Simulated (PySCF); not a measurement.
**Electron correlation in F²⁺ (fluorine, charge +2)**

[He] 2s2 2p3, high-spin 4S determinant. All numbers are calculated (PySCF 2.14, the non-relativistic Hamiltonian (point nucleus), in def2-TZVPPD (6s4p3d1f, 40 functions)). Frozen: 1s2; 5 electrons correlated.

```json
{"level": "CCSD", "correlation energy (mhartree)": "-111.56"}
{"level": "(T)", "correlation energy (mhartree)": "-1.14"}
{"level": "CCSD(T)", "correlation energy (mhartree)": "-112.70"}
```

Diagnostics: T1 = 0.0028, D1 = 0.0061, largest double amplitude 0.030.

Cost of the coupled-cluster step: about 0.6 core-seconds, for 5 correlated electrons.
